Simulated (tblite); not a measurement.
Record of a relaxation.

Species: C₃H₈BNS.
Bonds: C1–C2 (double), C2–B3, B3–N4, C2–S5, S5–C6. Hydrogens: H7, H8 on C1; H9 on B3; H10, H11 on N4; H12, H13, H14 on C6.

Computed with GFN2-xTB (tblite), gas phase: L-BFGS steps from a force-field or distance-geometry start until the largest atomic force falls under 0.01 eV/Å. 10 of its 106 geometries are shown.

Step 0: E = -485.7266 eV, largest atomic force 4.054 eV/Å
```
atom  x, y, z in Å  |  force x, y, z in eV/Å
C1     -0.034   -1.504   -0.086   -0.062   0.657   0.315
C2     -0.328   -0.289    0.431    0.414  -1.572  -0.193
B3     -1.816   -0.053    0.799   -1.714   1.917  -2.071
N4     -2.484    1.180    0.161    1.336  -0.704   3.762
S5      0.889    0.955    0.737   -0.524   0.713   0.216
C6      2.515    0.413    0.233    1.475  -0.674   0.296
H7     -0.819   -2.239   -0.251    0.398   0.298   0.120
H8      0.971   -1.779   -0.366   -0.115  -0.108  -0.210
H9     -2.497   -0.960    1.135    0.190   0.419   0.140
H10    -3.312    1.460    0.766    1.182  -0.337  -1.455
H11    -1.757    1.942    0.229   -1.270  -0.810  -0.556
H12     2.572   -0.686    0.228   -0.049   0.397   0.104
H13     2.842    0.769   -0.749   -0.422   0.093   0.141
H14     3.260    0.789    0.989   -0.838  -0.288  -0.608
```

Step 12: E = -486.6592 eV, largest atomic force 0.177 eV/Å
```
atom  x, y, z in Å  |  force x, y, z in eV/Å
C1      0.021   -1.520   -0.105    0.000  -0.035  -0.011
C2     -0.316   -0.339    0.404    0.111  -0.011   0.052
B3     -1.822   -0.029    0.750    0.000   0.059  -0.167
N4     -2.360    1.213    0.496    0.033   0.008  -0.003
S5      0.846    0.972    0.725   -0.032  -0.014  -0.009
C6      2.510    0.387    0.246   -0.039  -0.001   0.011
H7     -0.756   -2.252   -0.246    0.066  -0.068  -0.027
H8      1.011   -1.824   -0.410   -0.030   0.060  -0.012
H9     -2.510   -0.897    1.125   -0.037  -0.002   0.080
H10    -3.327    1.451    0.643    0.063   0.002   0.015
H11    -1.815    1.979    0.133    0.001   0.008   0.056
H12     2.557   -0.696    0.258   -0.050   0.001   0.048
H13     2.756    0.768   -0.741   -0.038  -0.033  -0.012
H14     3.204    0.787    0.981   -0.049   0.026  -0.021
```

Step 23: E = -486.6808 eV, largest atomic force 0.187 eV/Å
```
atom  x, y, z in Å  |  force x, y, z in eV/Å
C1      0.058   -1.538   -0.125   -0.058   0.026  -0.058
C2     -0.326   -0.367    0.375    0.050  -0.001   0.073
B3     -1.823   -0.037    0.721   -0.026  -0.010   0.006
N4     -2.321    1.226    0.495   -0.033   0.045   0.039
S5      0.794    0.965    0.716    0.149   0.109  -0.028
C6      2.461    0.385    0.255   -0.010  -0.008   0.003
H7     -0.679   -2.306   -0.266   -0.038  -0.090  -0.048
H8      1.057   -1.787   -0.442    0.012  -0.013   0.017
H9     -2.534   -0.864    1.147   -0.011  -0.053  -0.045
H10    -3.279    1.479    0.668    0.002   0.039   0.024
H11    -1.765    2.003    0.175    0.030  -0.062  -0.026
H12     2.505   -0.695    0.345    0.039   0.042   0.038
H13     2.691    0.699   -0.761   -0.040  -0.055   0.043
H14     3.161    0.837    0.953   -0.066   0.030  -0.038
```

Step 35: E = -486.7122 eV, largest atomic force 0.146 eV/Å
```
atom  x, y, z in Å  |  force x, y, z in eV/Å
C1      0.079   -1.538   -0.172    0.001   0.004  -0.072
C2     -0.355   -0.393    0.347   -0.030  -0.014  -0.021
B3     -1.851   -0.072    0.702   -0.017  -0.008   0.010
N4     -2.265    1.234    0.558   -0.043   0.008  -0.043
S5      0.732    0.973    0.667    0.051   0.118   0.051
C6      2.401    0.380    0.276    0.102  -0.040   0.001
H7     -0.611   -2.345   -0.347   -0.034  -0.023   0.019
H8      1.096   -1.716   -0.475    0.018  -0.076  -0.010
H9     -2.588   -0.906    1.067   -0.002   0.028  -0.009
H10    -3.178    1.597    0.762   -0.117  -0.080   0.034
H11    -1.640    1.947    0.221    0.065   0.077   0.028
H12     2.508   -0.647    0.617    0.042   0.073   0.011
H13     2.589    0.462   -0.793   -0.019  -0.050   0.068
H14     3.083    1.023    0.827   -0.019  -0.017  -0.067
```

Step 47: E = -486.7433 eV, largest atomic force 0.092 eV/Å
```
atom  x, y, z in Å  |  force x, y, z in eV/Å
C1      0.063   -1.535   -0.210    0.007   0.030  -0.046
C2     -0.343   -0.378    0.308   -0.021  -0.011   0.050
B3     -1.845   -0.064    0.658   -0.016   0.043  -0.025
N4     -2.283    1.241    0.588    0.008  -0.008   0.031
S5      0.761    0.973    0.667   -0.029  -0.011   0.012
C6      2.435    0.372    0.303   -0.049  -0.014   0.012
H7     -0.661   -2.312   -0.393    0.012   0.014   0.015
H8      1.073   -1.768   -0.507    0.045   0.052   0.061
H9     -2.593   -0.914    0.956    0.027  -0.020  -0.026
H10    -3.217    1.546    0.804   -0.007  -0.018  -0.009
H11    -1.667    2.001    0.346   -0.011   0.016   0.008
H12     2.632   -0.539    0.860   -0.022  -0.018  -0.012
H13     2.540    0.214   -0.765    0.053  -0.022  -0.012
H14     3.102    1.161    0.641    0.003  -0.034  -0.061
```

Step 58: E = -486.7543 eV, largest atomic force 0.054 eV/Å
```
atom  x, y, z in Å  |  force x, y, z in eV/Å
C1      0.080   -1.506   -0.208    0.023  -0.006  -0.003
C2     -0.342   -0.350    0.300   -0.018  -0.008   0.050
B3     -1.849   -0.050    0.630   -0.026   0.028  -0.031
N4     -2.307    1.250    0.620    0.010  -0.044   0.015
S5      0.775    0.985    0.666    0.006   0.014  -0.027
C6      2.434    0.343    0.297   -0.009  -0.001   0.011
H7     -0.628   -2.290   -0.420   -0.014   0.016   0.031
H8      1.105   -1.728   -0.453    0.036  -0.013  -0.012
H9     -2.588   -0.928    0.870   -0.004   0.000  -0.032
H10    -3.257    1.520    0.811    0.004  -0.002   0.015
H11    -1.703    2.035    0.437    0.009   0.015  -0.006
H12     2.650   -0.508    0.938   -0.008  -0.021   0.007
H13     2.515    0.071   -0.751   -0.030   0.015  -0.022
H14     3.115    1.157    0.521    0.021   0.005   0.004
```

Step 70: E = -486.7580 eV, largest atomic force 0.043 eV/Å
```
atom  x, y, z in Å  |  force x, y, z in eV/Å
C1      0.095   -1.497   -0.182    0.002  -0.001   0.010
C2     -0.333   -0.336    0.311    0.016  -0.014  -0.007
B3     -1.847   -0.047    0.612    0.014  -0.008  -0.001
N4     -2.311    1.249    0.629   -0.005   0.037  -0.010
S5      0.782    1.007    0.661   -0.005  -0.031  -0.030
C6      2.429    0.338    0.286   -0.010   0.005  -0.007
H7     -0.616   -2.285   -0.372    0.005   0.010   0.005
H8      1.118   -1.726   -0.429   -0.009  -0.002   0.011
H9     -2.587   -0.936    0.804   -0.007   0.003  -0.007
H10    -3.265    1.506    0.816   -0.014   0.000  -0.001
H11    -1.717    2.045    0.460    0.016  -0.014   0.030
H12     2.617   -0.532    0.909    0.011   0.006  -0.015
H13     2.495    0.088   -0.769    0.004  -0.001   0.010
H14     3.138    1.125    0.523   -0.018   0.010   0.013
```

Step 82: E = -486.7641 eV, largest atomic force 0.105 eV/Å
```
atom  x, y, z in Å  |  force x, y, z in eV/Å
C1      0.102   -1.520   -0.130   -0.006  -0.021  -0.013
C2     -0.339   -0.335    0.291    0.022  -0.061  -0.004
B3     -1.860   -0.045    0.544    0.004   0.024  -0.005
N4     -2.294    1.255    0.682    0.012   0.069  -0.010
S5      0.765    1.029    0.579    0.018  -0.063   0.001
C6      2.416    0.348    0.257    0.086   0.013  -0.021
H7     -0.602   -2.319   -0.285   -0.026  -0.014   0.001
H8      1.128   -1.764   -0.350    0.018   0.032   0.021
H9     -2.623   -0.935    0.597    0.004   0.051  -0.014
H10    -3.254    1.519    0.818   -0.029   0.006   0.033
H11    -1.670    2.048    0.651   -0.042  -0.096  -0.004
H12     2.610   -0.506    0.903   -0.060   0.057  -0.015
H13     2.510    0.073   -0.791   -0.021   0.006   0.033
H14     3.110    1.150    0.490    0.022   0.000  -0.003
```

Step 93: E = -486.7694 eV, largest atomic force 0.044 eV/Å
```
atom  x, y, z in Å  |  force x, y, z in eV/Å
C1      0.108   -1.545   -0.071   -0.002  -0.003  -0.010
C2     -0.343   -0.336    0.260   -0.010   0.002  -0.001
B3     -1.871   -0.025    0.448   -0.004   0.038  -0.021
N4     -2.294    1.251    0.750    0.023  -0.017   0.009
S5      0.759    1.040    0.494   -0.003   0.013   0.005
C6      2.420    0.359    0.224    0.016   0.006   0.004
H7     -0.590   -2.354   -0.200   -0.013  -0.012  -0.006
H8      1.143   -1.796   -0.233    0.009  -0.004   0.015
H9     -2.659   -0.881    0.310   -0.015  -0.017   0.004
H10    -3.257    1.519    0.861    0.011  -0.009   0.014
H11    -1.653    2.018    0.884   -0.004  -0.001  -0.015
H12     2.610   -0.442    0.933    0.004   0.016  -0.016
H13     2.518    0.010   -0.801   -0.011  -0.007   0.013
H14     3.107    1.182    0.399    0.000  -0.006   0.005
```

Step 105: E = -486.7703 eV, largest atomic force 0.009 eV/Å
```
atom  x, y, z in Å  |  force x, y, z in eV/Å
C1      0.106   -1.549   -0.074    0.003  -0.001   0.000
C2     -0.347   -0.337    0.246    0.006  -0.004  -0.004
B3     -1.875   -0.023    0.431    0.003   0.006  -0.003
N4     -2.288    1.250    0.759    0.005  -0.002  -0.001
S5      0.755    1.039    0.489   -0.005   0.001   0.003
C6      2.420    0.363    0.226   -0.001   0.001  -0.001
H7     -0.593   -2.357   -0.212    0.002   0.007  -0.001
H8      1.144   -1.803   -0.214   -0.004  -0.004   0.004
H9     -2.666   -0.874    0.286    0.001  -0.002   0.004
H10    -3.248    1.517    0.891    0.001   0.004   0.000
H11    -1.643    2.013    0.891   -0.007  -0.005   0.002
H12     2.621   -0.419    0.953   -0.003  -0.001  -0.003
H13     2.511   -0.012   -0.789    0.000  -0.003  -0.001
H14     3.102    1.193    0.376   -0.001   0.001   0.001
```

**Question.** Summarise the path.

**Answer.** The energy falls by 1.0437 eV from step 0 to step 105; nine tenths of that is first reached at step 15. It rises by more than 0.2 meV at step 42. The largest force goes from 4.054 to 0.009 eV/Å. Among the bonds B3–N4 changes most, from 1.540 to 1.378 Å; the atoms move by 0.530 Å rms after alignment.

**Question.** Follow the three bonds and two angles with the largest change from start to end.

**Answer.** 
```tsv
step	E above end (eV)	largest force (eV/Å)	B3–N4 (Å)	N4–H10 (Å)	N4–H11 (Å)	B3–N4–H11 (°)	B3–N4–H10 (°)
0	1.0437	4.054	1.540	1.064	1.055	104.6	108.2
5	0.1828	0.961	1.384	1.011	1.012	120.6	124.8
9	0.1195	0.220	1.376	1.005	1.005	122.0	124.5
14	0.1056	0.140	1.376	1.007	1.008	123.3	124.1
18	0.0978	0.113	1.378	1.005	1.007	124.2	122.8
23	0.0895	0.187	1.377	1.006	1.008	124.1	123.1
27	0.0768	0.118	1.377	1.005	1.006	121.6	125.6
32	0.0643	0.110	1.378	1.006	1.009	121.2	125.3
37	0.0534	0.186	1.377	1.004	1.007	121.5	127.0
41	0.0365	0.184	1.379	1.008	1.011	122.1	123.8
46	0.0285	0.089	1.376	1.006	1.008	122.3	124.8
50	0.0228	0.083	1.380	1.006	1.007	122.3	125.1
55	0.0177	0.066	1.377	1.006	1.008	122.3	124.7
59	0.0156	0.049	1.378	1.006	1.007	122.6	124.3
64	0.0140	0.040	1.378	1.006	1.008	122.6	124.2
68	0.0128	0.041	1.378	1.006	1.007	123.1	124.1
73	0.0118	0.045	1.378	1.006	1.007	122.4	124.4
78	0.0095	0.076	1.377	1.006	1.008	122.8	124.3
82	0.0063	0.105	1.377	1.005	1.010	122.9	124.2
87	0.0026	0.065	1.378	1.006	1.008	122.7	124.2
91	0.0016	0.069	1.377	1.006	1.009	122.6	124.4
96	0.0006	0.064	1.377	1.006	1.006	122.6	124.3
100	0.0001	0.021	1.377	1.006	1.007	122.7	124.3
105	0.0000	0.009	1.378	1.006	1.008	122.6	124.3
```

The cost below is that of the whole relaxation. Hardware: an Arm Neoverse V2 with one thread (shared host). Cost: 0.44 s.
